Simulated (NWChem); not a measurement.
HgCl, doublet; SMILES [Hg][Cl]

```xyz
2

Hg     0.0000     0.0000    -0.3726
Cl     0.0000     0.0000     2.0774
```
Atoms are numbered in this order, from 1.

Level: PBE0/def2-SVP with def2 effective core potentials on Hg, spin-unrestricted (NWChem), optimised geometry, unscaled harmonic frequencies. This spin state was assumed; another may lie lower. def2 effective core potentials on Hg; no spin-orbit coupling.

List the harmonic frequencies with IR intensities, and the thermochemistry.


```tsv
frequency (cm⁻¹)	IR intensity (km/mol)
251	7.9
```

```json
{
  "zero_point_energy": "0.4 kcal/mol",
  "thermal correction to the enthalpy at 298.15 K (with zero-point energy)": "2.7 kcal/mol",
  "heat capacity Cv": "6.7 cal/(mol K)"
}
```

Rigid rotor and harmonic oscillator.
